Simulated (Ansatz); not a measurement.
CaCl2⁻ was relaxed with PBE-D4 (def2-TZVPD) in Ansatz in these states: charge -1 doublet, charge -1 quartet. The geometries follow in no particular order.

A:

Cartesian coordinates in Å:
```
Ca -0.720 -0.049 -0.283
Cl 1.195 -0.150 -1.951
Cl -0.474 0.199 2.234
```

B:

```xyz
3

Ca    0.021    1.386   -0.781
Cl    0.920   -0.240    1.219
Cl   -0.940   -1.146   -0.438
```

Q: Judge from the bond lengths which geometry belongs to which state (an estimate).

A: A is the charge -1 doublet (Ca1–Cl3 2.541 Å, Ca1–Cl2 2.541 Å); B is the charge -1 quartet (Ca1–Cl3 2.730 Å, Ca1–Cl2 2.730 Å).

At PBE-D4/def2-TZVPD the highest occupied level of the charge -1 doublet lies above zero (up to 0.69 eV). By energy differences its removal costs 1.29 eV (vertical, to the charge 0 singlet, at PBE-D4/def2-TZVPD); a positive level beside a positive removal energy at the same level points to self-interaction error. At PBE-D4/def2-TZVPD the highest occupied level of the charge -1 quartet lies above zero (up to 1.62 eV). It is a level of α spin, whose loss leaves a triplet; that state wasn't run at this geometry and level. The electron is either unbound and held by the finite basis, or the level is raised by self-interaction error. At PBE0-D4/def2-TZVPD a doublet lies 4.76 eV below the charge -1 quartet. In the quartet, Cl2 and Cl3 lie 2.65 Å apart (atoms count from 1), so these atoms are partly bonded to each other. These are the stationary points nearest to one start from a short search; other shapes may lie lower in each state.
